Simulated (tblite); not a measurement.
Question: What does the GFN2-xTB structure of `CO[P@@]1(=O)OC[C@@H](C)O1` look like in three dimensions?

Answer: 
Z-matrix in Å and degrees, rows numbered from 1:
```
C 
O   1  1.4165
P   2  1.6129  1  119.45
O   3  1.4499  2  114.31  1   -11.95
O   3  1.6141  2  104.49  1   117.46
C   5  1.4080  3  111.48  2    85.08
C   6  1.5542  5  107.88  3     9.27
C   7  1.5214  6  111.68  5  -112.31
O   7  1.4150  6  106.34  5     8.44
H   1  1.0913  2  109.31  3  -108.26
H   1  1.0903  2  110.17  3    12.22
H   1  1.0902  2  107.88  3   132.30
H   6  1.0937  5  107.83  3   130.28
H   6  1.0939  5  109.44  3  -110.84
H   7  1.0959  6  111.08  5   123.92
H   8  1.0869  7  109.58  6   176.72
H   8  1.0869  7  110.06  6   -63.24
H   8  1.0872  7  109.51  6    57.60
```

The 2 C–C bonds span 1.521 Å (C7–C8, drawn single) to 1.554 Å (C6–C7, drawn single), a spread of 0.033 Å. Of the pairs four or more bonds apart, O4···H11 is among the closest relative to their van der Waals radii: 2.35 Å, 86 % of the sum of Bondi's values. P3 (phosphoryl phosphorus) has angles from 96.2° to 118.5°. O2 (oxygen bonded to C and P) is bent (angle 119.4°).

Structure optimised with GFN2-xTB, isolated species.

Point group: C1 (no symmetry element, even within 0.4 Å). Its GFN2-xTB frequencies are all real (lowest 25 cm⁻¹). One conformer, not necessarily the lowest (C1–O2–P3–O4 -12°, O2–P3–O5–C6 85°, P3–O5–C6–C7 9°, O5–C6–C7–C8 -112°, C6–C7–O9–P3 -23°). 2 starts were optimised and ended at 0.00 and 0.15 kcal/mol (GFN2-xTB); the lowest of these is shown.

All values are computed, not measured.
